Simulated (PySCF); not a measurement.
# Correlation energy of Xe²⁺ (xenon, charge +2)

[Kr] 4d10 5s2 5p4, high-spin 3P determinant. Computed with PySCF 2.14 in aug-cc-pVTZ-DK3 (8s7p5d2f, 68 functions), with scalar relativity by spin-free X2C-1e. Frozen: [Kr] 4d10; 6 electrons correlated.

```
  level  correlation energy (mhartree)
   CCSD                        -108.92
    (T)                          -2.70
CCSD(T)                        -111.62
```

Diagnostics: T1 = 0.0067, D1 = 0.0204, largest double amplitude 0.037.

Cost of the coupled-cluster step: about 1.6 core-seconds, for 6 correlated electrons.

Iterations:

```
CC2 = 0
CCSD nocc = (np.int64(4), np.int64(2)), nmo = (45, 45)
frozen orbitals [[0, 1, 2, 3, 4, 5, 6, 7, 8, 9, 10, 11, 12, 13, 14, 15, 16, 17, 18, 19, 20, 21, 22], [0, 1, 2, 3, 4, 5, 6, 7, 8, 9, 10, 11, 12, 13, 14, 15, 16, 17, 18, 19, 20, 21, 22]]
max_cycle = 100
direct = 0
conv_tol = 1e-08
conv_tol_normt = 1e-06
diis_space = 8
diis_start_cycle = 0
Init t2, MP2 energy = -0.091267910949276
Init E_corr(UCCSD) = -0.091267910967439
cycle = 1  E_corr(UCCSD) = -0.10483294343507  dE = -0.0135650325  norm(t1,t2) = 0.0373149
cycle = 2  E_corr(UCCSD) = -0.107710258015756  dE = -0.00287731458  norm(t1,t2) = 0.011835
cycle = 3  E_corr(UCCSD) = -0.108956809576006  dE = -0.00124655156  norm(t1,t2) = 0.00453247
cycle = 4  E_corr(UCCSD) = -0.108918950599806  dE = 3.78589762e-05  norm(t1,t2) = 0.000495543
cycle = 5  E_corr(UCCSD) = -0.108920140433007  dE = -1.1898332e-06  norm(t1,t2) = 6.63112e-05
cycle = 6  E_corr(UCCSD) = -0.108920335597181  dE = -1.95164174e-07  norm(t1,t2) = 1.33549e-05
cycle = 7  E_corr(UCCSD) = -0.108920360734646  dE = -2.51374645e-08  norm(t1,t2) = 3.06072e-06
cycle = 8  E_corr(UCCSD) = -0.108920373060666  dE = -1.23260205e-08  norm(t1,t2) = 6.16362e-07
cycle = 9  E_corr(UCCSD) = -0.1089203656897  dE = 7.37096652e-09  norm(t1,t2) = 1.11891e-07
UCCSD converged
E(UCCSD) = -7442.114784282591  E_corr = -0.1089203656896999
UCCSD(T) correction = -0.00269678205638569
```
